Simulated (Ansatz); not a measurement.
System: C$_{5}$H$_{11}$O (charge 0, doublet). It need not be the lowest isomer of its formula. SMILES: CCC[C](C)O
Coordinates optimised at B3LYP-D3(BJ)/def2-TZVP (Ansatz, a first-principles code):
```xyz
17

C     -2.7130    -0.1412    -0.3422
C     -1.3211     0.3237     0.0727
C     -0.2113    -0.6270    -0.4207
C      1.1618    -0.2313    -0.0062
C      1.8635     0.9337    -0.6127
O      1.3971    -0.4724     1.3348
H     -2.9316    -1.1321     0.0632
H     -3.4862     0.5422     0.0143
H     -2.7998    -0.2038    -1.4300
H     -1.2592     0.3970     1.1611
H     -1.1361     1.3282    -0.3196
H     -0.2496    -0.6832    -1.5127
H     -0.4190    -1.6331    -0.0424
H      1.5082     1.8960    -0.2087
H      1.7104     0.9557    -1.6922
H      2.9433     0.8911    -0.4333
H      2.2634    -0.1264     1.5762
```
Charge 0, spin multiplicity 2.

Parts of the frozen-core correlation energy in 6-31G* (Ansatz, hartree). Frozen orbitals: 6; correlated occupied orbitals by spin: 19 and 18; virtual: 87 and 88. Open shells are spin-unrestricted. Spin-orbit coupling is left out. No relativistic terms.

```tsv
term	value
reference (HF)	-270.56159
MP2 opposite-spin	-0.61212
MP2 same-spin	-0.20006
CCSD correlation	-0.88035
(T)	-0.02429
T1 diagnostic	0.012
largest doubles amplitude	0.012
<S^2> of the reference	0.761
```
